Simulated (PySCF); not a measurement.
# Electron correlation in Sb (antimony, neutral)

[Kr] 4d10 5s1 5p3 6s1, high-spin 6S determinant (an excited configuration). Computed with PySCF 2.14 in aug-cc-pwCVTZ-PP with ECP28MDF, with a scalar-relativistic core potential. Frozen: 4s2 4p6 4d10; 5 electrons correlated.

```csv
level,correlation energy (mhartree)
CCSD,-31.60
(T),-0.72
CCSD(T),-32.32
```

Diagnostics: T1 = 0.010, D1 = 0.0320, largest double amplitude 0.027.

The outer electron is Rydberg-like, and this basis confines it to a smaller radius and binds it less than a complete one would.

Cost of the coupled-cluster step: of the order of 30 core-seconds, for 5 correlated electrons.
